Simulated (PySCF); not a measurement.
Species: C₄H₈NO₂Si (doublet state).
SMILES with atom numbers: `[O:1]=[CH:2][O:3][CH2:4]/[CH:5]=[N:6]\[CH2:7][SiH2:8]` (hydrogens: H9 on C2; H10, H11 on C4; H12 on C5; H13, H14 on C7; H15, H16 on Si8)

Cartesian coordinates in Å at the GFN2-xTB level; atoms count from 1:
```
atom  x, y, z in Å
O1    -2.3912    0.5759    1.5215
C2    -1.9131    1.1372    0.5814
O3    -1.3271    0.5831   -0.4629
C4    -1.2410   -0.8546   -0.4676
C5    -0.0628   -1.3501    0.3450
N6     1.1608   -1.1152    0.1305
C7     1.6249   -0.2503   -0.8849
Si8    2.0626    1.2643    0.1961
H9    -1.9045    2.2334    0.4451
H10   -1.1306   -1.1258   -1.5219
H11   -2.1695   -1.2675   -0.0665
H12   -0.2957   -1.9523    1.2131
H13    2.5379   -0.6733   -1.3049
H14    0.9153   -0.0313   -1.6892
H15    3.2037    0.9933    1.0569
H16    0.9226    1.8421    0.8968
```

The hyperfine couplings belong to this conformer and change with its torsions.

Theory: UKS B3LYP, pcH-1 on C H N O Si, non-relativistic, mean-field spin-orbit, GIAO (PySCF). The structure is a single GFN2-xTB conformer in the gas phase; no vibrational or solvent corrections. A GFN2-xTB geometry isn't a minimum of the functional, and hyperfine couplings can be far from their values at a DFT geometry, by a factor of two or more for some ions and for spin on atoms past the first row. No stability test was run, so a lower SCF solution isn't excluded.

Q: Predict the first-order ENDOR lines of N6, H15/H16, H12, H10/H11 and H13/H14 under fast tumbling at B = 3370.0 mT (W band).

A: ν± = |νn ± a/2|, one line for each electron-spin manifold; νn = |g_N| × 7.62259 MHz/T × B.

```tsv
nuclei	isotope	g_N	νn (MHz)	a_iso (MHz)	lower line (MHz)	upper line (MHz)
N6	14N	0.4038	10.37	17.73	1.51	19.24
H15/H16	1H	5.5857	143.49	27.32	129.82	157.15
H12	1H	5.5857	143.49	-6.35	140.31	146.66
H10/H11	1H	5.5857	143.49	4.57	141.20	145.77
H13/H14	1H	5.5857	143.49	-2.27	142.35	144.62
```

Q: Which pairs are centred on the nuclear Larmor frequency, and which on half the coupling?

A: Centred on νn, since |a| < 2νn: N6, H15/H16, H12, H10/H11 and H13/H14. No pair has |a| > 2νn.

Q: At what field would the lower line of N6 fall to zero frequency?

A: Where νn = |a|/2, that is B = 8.86 MHz/(0.4038 × 7.62259 MHz/T) = 2880 mT, as far as first order holds there.

Nuclei that the bonding pattern makes equivalent are averaged, as if the motion that swaps them (rotation, inversion, ring flip) were fast. The 1H value of +4.6 MHz is a mean of couplings from 0.4 to 8.7 MHz in this one geometry, not an average over conformers. The 1H value of +27.3 MHz is a mean of couplings from 23.6 to 31.0 MHz in this one geometry, not an average over conformers.

The Mulliken spin populations are largest on Si8 (+0.95) and C5 (+0.11). Si8 is the only atom above +0.15. The angles at Si8 add up to 339.3°, so it is pyramidal.
